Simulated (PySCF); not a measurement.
Compound: C₃H₉FOSi.
Atom-mapped SMILES: `[CH3:1][C@H:2]([F:3])[CH2:4][O:5][SiH3:6]` (hydrogens: H7, H8, H9 on C1; H10 on C2; H11, H12 on C4; H13, H14, H15 on Si6)

Torsions of this conformer, `[CH3:1][C@H:2]([F:3])[CH2:4][O:5][SiH3:6]`: C1–C2–C4–O5 -178°, C2–C4–O5–Si6 -69°.

The closed-shell ground state was solved at several levels (PySCF, density fitting, gas phase, non-relativistic). One conformer (not necessarily the lowest) at the PBE0-D3(BJ)/def2-SVP geometry, without solvent, vibrations or thermal averaging.

```
            level  basis functions  HOMO (eV)  LUMO (eV)  gap (eV)  dipole (D)
LC-wPBE/def2-SVPD              202     -10.80       2.31     13.11        2.22
   PBE0/def2-TZVP              246      -8.03       0.50      8.53        2.12
 PBE0/aug-cc-pVDZ              223      -7.99      -0.11      7.88        2.10
      PBE0/6-31G*              106      -7.78       0.93      8.71        2.00
wB97X-D/def2-SVPD              202      -9.97       2.19     12.16        2.18
```

(1) What might CAM-B3LYP/def2-SVPD (202 basis functions) give for the same quantities?

(2) Over all these levels, which gives the widest orbital gap and which the narrowest?

(3) How much does the basis alone move the frontier levels among the 3 PBE0 rows?

(4) How far do the dipole and the HOMO energy spread over the levels?

Results:

(1) HOMO -9.50 eV, LUMO 1.23 eV, gap 10.73 eV, dipole 2.20 D.

(2) LC-wPBE/def2-SVPD (range-separated hybrid) has the widest, 13.11 eV, and PBE0/aug-cc-pVDZ (global hybrid, 25 % exact exchange) the narrowest, 7.88 eV. Functional and basis both differ between the two, so the spread mixes both effects.

(3) The HOMO by 0.25 eV and the LUMO by 1.04 eV. By rising basis size (HOMO, LUMO in eV): 6-31G* -7.78, 0.93; aug-cc-pVDZ -7.99, -0.11; def2-TZVP -8.03, 0.50.

(4) The dipole runs from 2.00 to 2.22 D (mean 2.14 D) and the HOMO from -10.80 to -7.78 eV.
